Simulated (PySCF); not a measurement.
Nd²⁺ (neodymium, charge +2) across methods

[Xe] 4f3 6p1, one real determinant (an excited configuration). All numbers are calculated (PySCF 2.14, scalar relativity by spin-free X2C-1e, in x2c-TZVPPall).

```
method  E (hartree)  mean ε 5p β (eV)  mean ε 4f α (eV)  mean ε 6p α (eV)  Σ⟨r²⟩ (bohr²)   ⟨S²⟩
r2SCAN     -9622.37           -41.023           -25.806           -12.436          57.12  6.002
  PBE0     -9622.01           -42.262           -27.888           -12.886          57.18  6.001
   LDA     -9614.63           -40.643           -25.117           -12.436          56.65  6.001
   PBE     -9622.00           -40.442           -25.117           -12.457          56.94  6.001
```

Task: Estimate the same row for UHF.

Result: E (hartree) = -9618.83845; mean ε 5p β (eV) = -46.386; mean ε 4f α (eV) = -35.559; mean ε 6p α (eV) = -13.717; Σ⟨r²⟩ (bohr²) = 58.66; ⟨S²⟩ = 6.003.

⟨L²⟩ = 36.01 against 56 for a pure K term, so this real determinant mixes terms. Spin-orbit coupling, absent here, splits the open shell strongly.
